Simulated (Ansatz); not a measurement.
Reactions of FH₆NO₂Si₂, SMILES `O[SiH](O)N[SiH2]F`.

Isolated molecules relaxed with PBE0-D4/def2-TZVP in Ansatz; ΔE leaves out vibrations. CCSD(T)/CBS adds triple-zeta CCSD(T) − MP2 to the extrapolated MP2 energy (def2 sets, frozen cores). This one scheme is used for every species. DFT in def2-TZVPP. One conformer a species, not always the lowest.

```csv
reaction,CCSD(T)/CBS(def2) (kJ/mol)
`O[SiH](O)N[SiH2]F` + CH₃OH → `OC[SiH2]F` + `N[SiH](O)O`,95
`O[SiH](O)N[SiH2]F` + CH₃OH → `CO[SiH2]F` + `N[SiH](O)O`,-34
`O[SiH](O)N[SiH2]F` + CH₃NH₂ → `CN[SiH](O)O` + `N[SiH2]F`,?
`O[SiH](O)N[SiH2]F` + `C=C[Si@@H](O)[Si@@H](O)F` → `C=C[SiH](O)[SiH](O)O` + `O[SiH](F)N[SiH2]F`,-1
`O[SiH](O)N[SiH2]F` + `B[SiH2]N` → `B[SiH2]N[SiH2]F` + `N[SiH](O)O`,?
`O[SiH](O)N[SiH2]F` + `CN([SiH3])B[SiH3]` → `C[SiH](F)N[SiH](O)O` + `[SiH3]BN[SiH3]`,-85
`O[SiH](O)N[SiH2]F` + `[OH][AlH2]` → `O[SiH](O)[O][AlH2]` + `N[SiH2]F`,-62
`O[SiH](O)N[SiH2]F` + H₂S → `O[SiH](O)S` + `N[SiH2]F`,?
`O[SiH](O)N[SiH2]F` + `CO[CH2][AlH][OH]` → `[OH][AlH][CH2]O[SiH2]F` + `CN[SiH](O)O`,-34
`O[SiH](O)N[SiH2]F` + `FBN[SiH3]` → `O[Si](O)(F)N[SiH2]F` + `BN[SiH3]`,-27
```

Question: Fill in the missing values. (An estimate is asked.)

Answer: The calculation gave: `O[SiH](O)N[SiH2]F` + CH₃NH₂ → `CN[SiH](O)O` + `N[SiH2]F`: +5.3 kJ/mol; `O[SiH](O)N[SiH2]F` + `B[SiH2]N` → `B[SiH2]N[SiH2]F` + `N[SiH](O)O`: +3.4 kJ/mol; `O[SiH](O)N[SiH2]F` + H₂S → `O[SiH](O)S` + `N[SiH2]F`: +15.2 kJ/mol.

Largest T1 diagnostic: 0.014, for `[SiH3]BN[SiH3]`.
